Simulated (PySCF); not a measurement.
C$_{2}$H$_{6}$AlCl, triplet, geometry from GFN2-xTB (such geometries of metal compounds can be far from the true shape) (a higher spin typed on purpose: for a closed-shell molecule this is an excited state); PySCF with CASSCF(6,5)/6-31G.

Input for PySCF:
```python
from pyscf import gto, scf, mcscf
import numpy

mol = gto.Mole()
mol.atom = '''
    Al    0.27664364    0.58645733    0.37557235
    C     1.86366038   -0.79424511   -0.10523736
    H     1.48910464   -1.74724887   -0.46464573
    H     2.52927026   -0.92151244    0.73957456
    H     2.35670155   -0.25398768   -0.90881866
    C    -0.26837980   -0.98023549    1.75563119
    H    -0.48017367   -1.91904057    1.25416244
    H    -1.17868337   -0.56240006    2.17690490
    H     0.49088133   -1.09933307    2.51870326
    Cl   -1.08089127    0.56038006   -1.18239320
'''
mol.basis = '6-31g'
mol.spin = 2
mol.verbose = 4
mol.build()

mf = scf.ROHF(mol)
mf.kernel()
mc = mcscf.CASSCF(mf, 5, 6)
mc.fix_spin_(ss=2.0)
mc.kernel()
occ = numpy.linalg.eigvalsh(mc.fcisolver.make_rdm1(mc.ci, mc.ncas, mc.nelecas))[::-1]
ss = mc.fcisolver.spin_square(mc.ci, mc.ncas, mc.nelecas)[0]
print('natural occupations', occ.round(4), ' <S^2>', round(ss, 4))
```

It wrote (shortened):

```
PySCF version 2.14.0

[INPUT] verbose = 4
[INPUT] num. atoms = 10
[INPUT] num. electrons = 48
[INPUT] charge = 0
[INPUT] spin (= nelec alpha-beta = 2S) = 2
[INPUT] symmetry False subgroup None
[INPUT] Mole.unit = angstrom
[INPUT] Symbol           X                Y                Z      unit          X                Y                Z       unit  Magmom
[...]
nuclear repulsion = 189.492965876042
number of shells = 36
number of NR pGTOs = 160
number of NR cGTOs = 56
basis = 6-31g
ecp = {}

******** <class 'pyscf.scf.rohf.ROHF'> ********
method = ROHF
initial guess = minao
damping factor = 0
level_shift factor = 0
DIIS = <class 'pyscf.scf.diis.CDIIS'>
diis_start_cycle = 1
diis_space = 8
diis_damp = 0
SCF conv_tol = 1e-09
SCF conv_tol_grad = None
SCF max_cycles = 50
direct_scf = True
direct_scf_tol = 1e-13
num. doubly occ = 23  num. singly occ = 2
Set gradient conv threshold to 3.16228e-05
init E= -780.632025332434
[...]
cycle= 1 E= -780.462445909155  delta_E= 0.17  |g|= 0.282  |ddm|= 1.87
[...]
cycle= 2 E= -780.503361897966  delta_E= -0.0409  |g|= 0.111  |ddm|= 0.579
[...]
cycle= 3 E= -780.508601867574  delta_E= -0.00524  |g|= 0.0297  |ddm|= 0.153
[...]
cycle= 4 E= -780.509313727394  delta_E= -0.000712  |g|= 0.00614  |ddm|= 0.0616
[...]
cycle= 5 E= -780.509385369921  delta_E= -7.16e-05  |g|= 0.00248  |ddm|= 0.0189
[...]
cycle= 6 E= -780.50940208176  delta_E= -1.67e-05  |g|= 0.000876  |ddm|= 0.00931
[...]
cycle= 7 E= -780.509404455704  delta_E= -2.37e-06  |g|= 0.000136  |ddm|= 0.00463
[...]
cycle= 8 E= -780.509404495935  delta_E= -4.02e-08  |g|= 2.21e-05  |ddm|= 0.000546
[...]
cycle= 9 E= -780.509404496672  delta_E= -7.36e-10  |g|= 5.98e-06  |ddm|= 6.88e-05
[...]
Extra cycle  E= -780.509404496707  delta_E= -3.59e-11  |g|= 2.34e-06  |ddm|= 1.1e-05
converged SCF energy = -780.509404496707

******** <class 'pyscf.mcscf.mc1step.CASSCF'> ********
CAS (4e+2e, 5o), ncore = 21, nvir = 30
max_cycle_macro = 50
max_cycle_micro = 4
conv_tol = 1e-07
conv_tol_grad = None
orbital rotation max_stepsize = 0.02
orbital rotation threshold for CI restart = 0.01
augmented hessian ah_max_cycle = 30
augmented hessian ah_conv_tol = 1e-12
augmented hessian ah_linear dependence = 1e-14
augmented hessian ah_level shift = 1e-08
augmented hessian ah_start_tol = 2.5
augmented hessian ah_start_cycle = 3
augmented hessian ah_grad_trust_region = 3
kf_trust_region = 3
kf_interval = 4
ci_response_space = 4
ci_grad_trust_region = 3
with_dep4 0
natorb = False
canonicalization = True
sorting_mo_energy = False
ao2mo_level = 2
internal_rotation = False
******** <class 'pyscf.fci.addons.SpinPenaltyFCISolver'> ********
max. cycles = 50
conv_tol = 1e-08
davidson only = True
linear dependence = 1e-12
level shift = 0.001
max iter space = 12
nroots = 1
pspace_size = 400
spin = None
CASCI E = -780.511005091628  S^2 = 2.0000000
Set conv_tol_grad to 0.000316228
macro iter   1 ( 21 JK    4 micro), CASSCF E = -780.514501135472  dE = -3.49604384e-03  S^2 = 2.0000000
               |grad[o]|=0.00436  |grad[c]|=0.0156  |ddm|=0.0237  |maxRot[o]|=0.221
macro iter   2 ( 21 JK    4 micro), CASSCF E = -780.516160697304  dE = -1.65956183e-03  S^2 = 2.0000000
               |grad[o]|=0.00755  |grad[c]|=0.0141  |ddm|=0.0235  |maxRot[o]|=0.193
macro iter   3 ( 21 JK    4 micro), CASSCF E = -780.517055023913  dE = -8.94326608e-04  S^2 = 2.0000000
               |grad[o]|=0.00667  |grad[c]|=0.0119  |ddm|=0.011  |maxRot[o]|=0.182
macro iter   4 ( 21 JK    4 micro), CASSCF E = -780.517745447490  dE = -6.90423577e-04  S^2 = 2.0000000
               |grad[o]|=0.00576  |grad[c]|=0.0106  |ddm|=0.0113  |maxRot[o]|=0.252
macro iter   5 ( 21 JK    4 micro), CASSCF E = -780.517928695051  dE = -1.83247561e-04  S^2 = 2.0000000
               |grad[o]|=0.00568  |grad[c]|=0.0042  |ddm|=0.00371  |maxRot[o]|=0.0598
macro iter   6 ( 17 JK    4 micro), CASSCF E = -780.517890860605  dE =  3.78344459e-05  S^2 = 2.0000000
               |grad[o]|=0.00482  |grad[c]|=0.0188  |ddm|=0.00478  |maxRot[o]|=0.127
macro iter   7 ( 21 JK    4 micro), CASSCF E = -780.518199407304  dE = -3.08546699e-04  S^2 = 2.0000000
               |grad[o]|=0.00473  |grad[c]|=0.00196  |ddm|=0.00263  |maxRot[o]|=0.0439
macro iter   8 ( 17 JK    4 micro), CASSCF E = -780.518429824592  dE = -2.30417289e-04  S^2 = 2.0000000
               |grad[o]|=0.00386  |grad[c]|=0.00316  |ddm|=0.00373  |maxRot[o]|=0.0793
macro iter   9 (  7 JK    2 micro), CASSCF E = -780.518631324137  dE = -2.01499545e-04  S^2 = 2.0000000
               |grad[o]|=0.00317  |grad[c]|=0.0015  |ddm|=0.00201  |maxRot[o]|=0.0518
macro iter  10 (  7 JK    2 micro), CASSCF E = -780.518772918329  dE = -1.41594192e-04  S^2 = 2.0000000
               |grad[o]|=0.00243  |grad[c]|=0.00155  |ddm|=0.00225  |maxRot[o]|=0.0602
macro iter  11 (  7 JK    2 micro), CASSCF E = -780.518865557709  dE = -9.26393799e-05  S^2 = 2.0000000
               |grad[o]|=0.00184  |grad[c]|=0.00162  |ddm|=0.00245  |maxRot[o]|=0.0649
macro iter  12 (  7 JK    2 micro), CASSCF E = -780.518922937946  dE = -5.73802365e-05  S^2 = 2.0000000
               |grad[o]|=0.00136  |grad[c]|=0.00167  |ddm|=0.0026  |maxRot[o]|=0.0673
macro iter  13 (  7 JK    2 micro), CASSCF E = -780.518956946495  dE = -3.40085497e-05  S^2 = 2.0000000
               |grad[o]|=0.00097  |grad[c]|=0.00164  |ddm|=0.00287  |maxRot[o]|=0.0686
macro iter  14 (  7 JK    2 micro), CASSCF E = -780.518978655632  dE = -2.17091364e-05  S^2 = 2.0000000
               |grad[o]|=0.0007  |grad[c]|=0.00151  |ddm|=0.00389  |maxRot[o]|=0.0693
macro iter  15 (  7 JK    2 micro), CASSCF E = -780.519006524301  dE = -2.78686688e-05  S^2 = 2.0000000
               |grad[o]|=0.000681  |grad[c]|=0.00118  |ddm|=0.00781  |maxRot[o]|=0.0696
macro iter  16 (  6 JK    2 micro), CASSCF E = -780.519093585163  dE = -8.70608623e-05  S^2 = 2.0000000
               |grad[o]|=0.00121  |grad[c]|=0.00118  |ddm|=0.015  |maxRot[o]|=0.0498
[...]
               |grad[o]|=0.0116  |grad[c]|=0.00958  |ddm|=0.00649  |maxRot[o]|=0.176
macro iter  22 ( 21 JK    4 micro), CASSCF E = -780.528553769157  dE = -5.33551802e-04  S^2 = 2.0000000
               |grad[o]|=0.00596  |grad[c]|=0.00787  |ddm|=0.0152  |maxRot[o]|=0.221
macro iter  23 ( 21 JK    4 micro), CASSCF E = -780.528744268493  dE = -1.90499337e-04  S^2 = 2.0000000
               |grad[o]|=0.00279  |grad[c]|=0.00227  |ddm|=0.0137  |maxRot[o]|=0.0741
macro iter  24 ( 21 JK    4 micro), CASSCF E = -780.528812412151  dE = -6.81436574e-05  S^2 = 2.0000000
               |grad[o]|=0.00318  |grad[c]|=0.0152  |ddm|=0.0104  |maxRot[o]|=0.187
macro iter  25 ( 21 JK    4 micro), CASSCF E = -780.528837562522  dE = -2.51503718e-05  S^2 = 2.0000000
               |grad[o]|=0.00463  |grad[c]|=0.00864  |ddm|=0.0171  |maxRot[o]|=0.294
macro iter  26 (  7 JK    2 micro), CASSCF E = -780.528928520202  dE = -9.09576796e-05  S^2 = 2.0000000
               |grad[o]|=0.00484  |grad[c]|=0.0011  |ddm|=0.00945  |maxRot[o]|=0.0698
macro iter  27 ( 20 JK    4 micro), CASSCF E = -780.528953636125  dE = -2.51159225e-05  S^2 = 2.0000000
               |grad[o]|=0.00331  |grad[c]|=0.00372  |ddm|=0.0128  |maxRot[o]|=0.0372
macro iter  28 ( 11 JK    3 micro), CASSCF E = -780.528980414117  dE = -2.67779925e-05  S^2 = 2.0000000
               |grad[o]|=0.00258  |grad[c]|=0.00964  |ddm|=0.0095  |maxRot[o]|=0.0924
macro iter  29 ( 10 JK    3 micro), CASSCF E = -780.528996250165  dE = -1.58360480e-05  S^2 = 2.0000000
               |grad[o]|=0.00278  |grad[c]|=0.000299  |ddm|=0.00575  |maxRot[o]|=0.0829
macro iter  30 ( 10 JK    3 micro), CASSCF E = -780.529001041065  dE = -4.79090022e-06  S^2 = 2.0000000
               |grad[o]|=0.00186  |grad[c]|=0.00337  |ddm|=0.00619  |maxRot[o]|=0.0988
macro iter  31 ( 15 JK    4 micro), CASSCF E = -780.528972703735  dE =  2.83373301e-05  S^2 = 2.0000000
               |grad[o]|=0.0013  |grad[c]|=0.00268  |ddm|=0.00636  |maxRot[o]|=0.107
macro iter  32 ( 21 JK    4 micro), CASSCF E = -780.528980562974  dE = -7.85923930e-06  S^2 = 2.0000000
               |grad[o]|=0.00121  |grad[c]|=0.000766  |ddm|=0.00125  |maxRot[o]|=0.0204
macro iter  33 (  7 JK    2 micro), CASSCF E = -780.528998554866  dE = -1.79918917e-05  S^2 = 2.0000000
               |grad[o]|=0.00115  |grad[c]|=0.000578  |ddm|=0.00173  |maxRot[o]|=0.0383
macro iter  34 (  7 JK    2 micro), CASSCF E = -780.529014981088  dE = -1.64262220e-05  S^2 = 2.0000000
               |grad[o]|=0.00115  |grad[c]|=0.00129  |ddm|=0.00321  |maxRot[o]|=0.0517
macro iter  35 ( 15 JK    4 micro), CASSCF E = -780.528988461026  dE =  2.65200626e-05  S^2 = 2.0000000
               |grad[o]|=0.00112  |grad[c]|=0.00461  |ddm|=0.00427  |maxRot[o]|=0.0979
macro iter  36 ( 21 JK    4 micro), CASSCF E = -780.528996757484  dE = -8.29645865e-06  S^2 = 2.0000000
               |grad[o]|=0.00087  |grad[c]|=0.000404  |ddm|=0.00113  |maxRot[o]|=0.0365
macro iter  37 (  7 JK    2 micro), CASSCF E = -780.529010583077  dE = -1.38255925e-05  S^2 = 2.0000000
               |grad[o]|=0.000899  |grad[c]|=0.000504  |ddm|=0.0016  |maxRot[o]|=0.0354
macro iter  38 (  6 JK    2 micro), CASSCF E = -780.529019855939  dE = -9.27286192e-06  S^2 = 2.0000000
               |grad[o]|=0.000903  |grad[c]|=0.000509  |ddm|=0.00222  |maxRot[o]|=0.0356
macro iter  39 ( 15 JK    4 micro), CASSCF E = -780.528996510832  dE =  2.33451062e-05  S^2 = 2.0000000
               |grad[o]|=0.000871  |grad[c]|=0.0032  |ddm|=0.00349  |maxRot[o]|=0.0969
macro iter  40 ( 21 JK    4 micro), CASSCF E = -780.529002939518  dE = -6.42868599e-06  S^2 = 2.0000000
               |grad[o]|=0.000692  |grad[c]|=0.000327  |ddm|=0.000927  |maxRot[o]|=0.0306
macro iter  41 (  7 JK    2 micro), CASSCF E = -780.529014103465  dE = -1.11639465e-05  S^2 = 2.0000000
               |grad[o]|=0.000746  |grad[c]|=0.000482  |ddm|=0.00145  |maxRot[o]|=0.0352
macro iter  42 (  6 JK    2 micro), CASSCF E = -780.529021573416  dE = -7.46995067e-06  S^2 = 2.0000000
               |grad[o]|=0.000771  |grad[c]|=0.00044  |ddm|=0.00203  |maxRot[o]|=0.0354
macro iter  43 ( 15 JK    4 micro), CASSCF E = -780.529005985455  dE =  1.55879609e-05  S^2 = 2.0000000
               |grad[o]|=0.000764  |grad[c]|=0.00303  |ddm|=0.00279  |maxRot[o]|=0.0761
macro iter  44 ( 21 JK    4 micro), CASSCF E = -780.529009501949  dE = -3.51649408e-06  S^2 = 2.0000000
               |grad[o]|=0.00064  |grad[c]|=0.000345  |ddm|=0.000885  |maxRot[o]|=0.0261
macro iter  45 (  7 JK    2 micro), CASSCF E = -780.529018585323  dE = -9.08337449e-06  S^2 = 2.0000000
               |grad[o]|=0.000667  |grad[c]|=0.00059  |ddm|=0.00154  |maxRot[o]|=0.0352
macro iter  46 (  5 JK    2 micro), CASSCF E = -780.529022512326  dE = -3.92700258e-06  S^2 = 2.0000000
               |grad[o]|=0.000697  |grad[c]|=0.000288  |ddm|=0.00146  |maxRot[o]|=0.0213
macro iter  47 (  9 JK    3 micro), CASSCF E = -780.529018064263  dE =  4.44806233e-06  S^2 = 2.0000000
               |grad[o]|=0.000693  |grad[c]|=0.00141  |ddm|=0.00162  |maxRot[o]|=0.0434
macro iter  48 ( 21 JK    4 micro), CASSCF E = -780.529019503837  dE = -1.43957357e-06  S^2 = 2.0000000
               |grad[o]|=0.000546  |grad[c]|=0.000342  |ddm|=0.000984  |maxRot[o]|=0.0241
macro iter  49 (  7 JK    2 micro), CASSCF E = -780.529024961791  dE = -5.45795353e-06  S^2 = 2.0000000
               |grad[o]|=0.00055  |grad[c]|=0.000712  |ddm|=0.00156  |maxRot[o]|=0.0352
macro iter  50 (  9 JK    3 micro), CASSCF E = -780.529021940193  dE =  3.02159754e-06  S^2 = 2.0000000
               |grad[o]|=0.000551  |grad[c]|=0.000919  |ddm|=0.00129  |maxRot[o]|=0.0354
1-step CASSCF not converged,  50 macro (690 JK 157 micro) steps
CASSCF canonicalization
Density matrix diagonal elements [1.99920923 1.97088246 1.00027914 0.9980482  0.03158096]
CASSCF energy = -780.529021940193
CASCI E = -780.529021940193  E(CI) = -7.77527385205633  S^2 = 2.0000000
natural occupations [1.9992 1.9717 1.0005 1.0002 0.0284]  <S^2> 2.0
```

The run did not converge; its last values are not results.
